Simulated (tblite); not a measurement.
C5H5F3O2.
Atom-mapped SMILES: `[F:1][CH:2]([F:3])[O:4][C:5]1=[CH:6][O:7][CH2:8][C@H:9]1[F:10]` (hydrogens: H11 on C2; H12 on C6; H13, H14 on C8; H15 on C9)

The geometry is computed with GFN2-xTB (gas phase).

(1) Give the optimised bond lengths and angles.

Results:

(1) 
```json
{"bond": "F1–C2", "length (Å)": "1.337", "order": "single"}
{"bond": "C2–F3", "length (Å)": "1.360", "order": "single"}
{"bond": "C2–O4", "length (Å)": "1.356", "order": "single"}
{"bond": "O4–C5", "length (Å)": "1.380", "order": "single"}
{"bond": "C5=C6", "length (Å)": "1.333", "order": "double"}
{"bond": "C6–O7", "length (Å)": "1.351", "order": "single"}
{"bond": "O7–C8", "length (Å)": "1.427", "order": "single"}
{"bond": "C8–C9", "length (Å)": "1.534", "order": "single"}
{"bond": "C9–F10", "length (Å)": "1.393", "order": "single"}
{"bond": "C5–C9", "length (Å)": "1.507", "order": "single"}
{"bond": "C2–H11", "length (Å)": "1.104", "order": "single"}
{"bond": "C6–H12", "length (Å)": "1.073", "order": "single"}
{"bond": "C8–H13", "length (Å)": "1.092", "order": "single"}
{"bond": "C8–H14", "length (Å)": "1.093", "order": "single"}
{"bond": "C9–H15", "length (Å)": "1.094", "order": "single"}
```

Orders are formal, as drawn. A selection of angles:
```json
{"angle": "F1–C2–F3", "degrees": "106.1"}
{"angle": "F1–C2–O4", "degrees": "107.7"}
{"angle": "F1–C2–H11", "degrees": "108.9"}
{"angle": "F3–C2–O4", "degrees": "111.0"}
{"angle": "F3–C2–H11", "degrees": "107.4"}
{"angle": "O4–C2–H11", "degrees": "115.4"}
{"angle": "C2–O4–C5", "degrees": "117.0"}
{"angle": "O4–C5–C6", "degrees": "125.7"}
{"angle": "O4–C5–C9", "degrees": "125.2"}
{"angle": "C6–C5–C9", "degrees": "109.0"}
{"angle": "C5–C6–O7", "degrees": "114.2"}
{"angle": "C5–C6–H12", "degrees": "129.5"}
{"angle": "O7–C6–H12", "degrees": "116.3"}
{"angle": "C6–O7–C8", "degrees": "108.2"}
{"angle": "O7–C8–C9", "degrees": "107.4"}
{"angle": "O7–C8–H13", "degrees": "108.2"}
{"angle": "O7–C8–H14", "degrees": "108.9"}
{"angle": "C9–C8–H13", "degrees": "112.3"}
{"angle": "C9–C8–H14", "degrees": "110.4"}
{"angle": "H13–C8–H14", "degrees": "109.5"}
{"angle": "C8–C9–F10", "degrees": "110.1"}
{"angle": "C8–C9–H15", "degrees": "114.9"}
{"angle": "F10–C9–H15", "degrees": "105.1"}
{"angle": "C5–C9–C8", "degrees": "101.0"}
{"angle": "C5–C9–F10", "degrees": "111.2"}
{"angle": "C5–C9–H15", "degrees": "114.7"}
```

Torsions: F1–C2–O4–C5 165° (antiperiplanar); C2–O4–C5–C6 -154° (antiperiplanar); O4–C5–C6–O7 -175° (antiperiplanar); C5–C6–O7–C8 1° (synperiplanar); C6–O7–C8–C9 -3° (synperiplanar); O7–C8–C9–F10 -113° (anticlinal); O4–C5–C9–C8 173° (antiperiplanar).

The C–C distances run from 1.333 Å (C5=C6, drawn double) to 1.534 Å (C8–C9, drawn single), a spread of 0.201 Å. The C–F distances run from 1.337 Å (F1–C2, drawn single) to 1.393 Å (C9–F10, drawn single), a spread of 0.056 Å. The 5-membered ring C5–C6–O7–C8–C9 has internal angles of 101.0° to 114.2°; it is almost planar, 0.02 Å rms from its mean plane, widest ring torsion 4°. Of the pairs four or more bonds apart, F10···H11 is among the closest relative to their van der Waals radii: 2.43 Å, 91 % of the sum of Bondi's values. The 4 C–O bonds span 1.351 Å (C6–O7, drawn single) to 1.427 Å (O7–C8, drawn single), a spread of 0.076 Å.

Point group: C1 (no symmetry element, even within 0.4 Å). Its GFN2-xTB frequencies are all real (lowest 34 cm⁻¹). One conformer, not necessarily the lowest. 3 starts were optimised and ended at 0.00, 0.00 and 0.36 kcal/mol (GFN2-xTB); the lowest of these is shown.
